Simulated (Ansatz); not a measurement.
Geometry optimisation, Ansatz, DFT PBEsol, scalar-relativistic, plane waves, PAW.

The input (input.yaml):

```yaml
crystal:
  lattice:
    - [4.58, 0.0, 0.0]
    - [2.29, 3.966396, 0.0]
    - [0.0, 0.0, 16.382645]
  atoms:
    - { symbol: Be, position: [-0.1666667, 0.3333333, 0.0610402] }
    - { symbol: Be, position: [0.3333333, 0.3333333, 0.0610402] }
    - { symbol: Be, position: [-0.1666667, 0.8333333, 0.0610402] }
    - { symbol: Be, position: [0.3333333, 0.8333333, 0.0610402] }
    - { symbol: Be, position: [0.0, 0.0, 0.1705595] }
    - { symbol: Be, position: [0.5, 0.0, 0.1705595] }
    - { symbol: Be, position: [0.0, 0.5, 0.1705595] }
    - { symbol: Be, position: [0.5, 0.5, 0.1705595] }
    - { symbol: Be, position: [-0.1666667, 0.3333333, 0.2800787] }
    - { symbol: Be, position: [0.3333333, 0.3333333, 0.2800787] }
    - { symbol: Be, position: [-0.1666667, 0.8333333, 0.2800787] }
    - { symbol: Be, position: [0.3333333, 0.8333333, 0.2800787] }
    - { symbol: Be, position: [0.0, 0.0, 0.389598] }
    - { symbol: Be, position: [0.5, 0.0, 0.389598] }
    - { symbol: Be, position: [0.0, 0.5, 0.389598] }
    - { symbol: Be, position: [0.5, 0.5, 0.389598] }
    - { symbol: P, position: [0.2312444, 0.7447818, 0.4970287] }
basis:
  ecutwfc: 420.0
kpoints:
  mp_grid: { grid: [5, 5, 1] }
hamiltonian:
  xc: pbesol
scf:
  occupations: { method: fermi_dirac, width: 0.15 }
  lower_state_search: "off"
relax:
  f_tol: 0.03
  max_steps: 60
  adjacent_minimum: "off"
  constraints: [{ sites: [0, 1, 2, 3] }]
output:
  write_density: true
  write_potential: true
  elf: true
  volumetric_format: npy
```

Command:

```bash
$ ansatz run input.yaml --threads 1 --pin off --max-ram 3072MiB --backend cpu --events-out ev --progress --plain --runs-dir out
```

Problem. Where does it end, and by what steps?

Solution. It converged. The force dipped under the threshold on the way, but the program's further checks kept it going. Limits of this set-up: coarse k mesh, thin slab, slab without dipole correction, odd electron count without spin. After 8 steps the energy has fallen by 0.359 eV; P17 moved furthest, 0.76 Å.

```tsv
step	energy less start (eV)	largest force component (eV/Å)	accepted
0	0.0000	0.995	yes
1	-0.2169	0.326	yes
2	-0.3067	0.169	yes
3	-0.3272	0.155	yes
4	-0.3386	0.053	yes
5	-0.3530	0.058	yes
6	-0.3585	0.020	yes
7	-0.3581	0.036	no
8	-0.3588	0.023	yes
```

```xyz
17
Lattice="4.5800 0.0000 0.0000 2.2900 3.9664 0.0000 0.0000 0.0000 16.3826" Properties=species:S:1:pos:R:3
Be 0.000 1.322 1.000
Be 2.290 1.322 1.000
Be 1.145 3.305 1.000
Be 3.435 3.305 1.000
Be -0.009 0.006 2.825
Be 2.299 0.005 2.824
Be 1.145 1.983 2.867
Be 3.435 1.973 2.825
Be 0.020 1.334 4.679
Be 2.272 1.333 4.679
Be 1.145 3.284 4.679
Be 3.436 3.306 4.574
Be 0.006 -0.001 6.420
Be 2.286 -0.002 6.421
Be 1.147 1.984 6.609
Be 3.437 1.989 6.420
P 3.431 3.303 8.066
```

Time of the run: 100 s on 1 thread of Arm Neoverse V2 (shared host), peak memory 0.47 GiB.
